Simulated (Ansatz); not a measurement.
Born–Oppenheimer molecular dynamics of Cl₂H₃NOTi (8 atoms, charge 0, multiplicity 1). It starts from a relaxed structure.

Method: RKS PBE/def2-SVP (Ansatz).

```
ensemble        : NVT, Langevin thermostat
time step       : 0.25 fs
steps asked     : 300
set temperature : 700 K
friction        : 0.01 /fs
seed            : 959724
```

First frame:

```xyz
8
Properties=species:S:1:pos:R:3
Ti -0.015 0.019 -0.063
O -0.021 -0.241 1.682
H -0.644 -0.427 2.405
N 1.765 -0.003 -0.592
H 2.559 -0.157 0.039
H 2.086 0.150 -1.556
Cl -0.922 1.970 -0.614
Cl -1.123 -1.593 -1.114
```

**Question.** How far do the bonds stretch over the last three quarters of this one trajectory? (Pairs bonded in most of those frames.)

**Answer.** 
```tsv
bond	mean (Å)	spread (Å)	shortest	longest
Ti1–O2	1.775	0.050	1.68	1.84
Ti1–N4	1.882	0.035	1.84	1.94
Ti1–Cl7	2.223	0.100	2.11	2.39
Ti1–Cl8	2.261	0.070	2.08	2.35
O2–H3	0.980	0.030	0.91	1.04
N4–H5	1.029	0.018	1.00	1.06
N4–H6	1.035	0.043	0.96	1.12
```

Mean temperature of the second half: 423 K. The mean temperature of the second half is 40 % below the set value. A run of 0.075 ps of so small a system gives no equilibrium averages.

The run took 14 min on 2 threads of Intel(R) Xeon(R) Platinum 8259CL CPU @ 2.50GHz (Skylake/Cascade Lake) (shared host), peak memory 0.19 GiB.
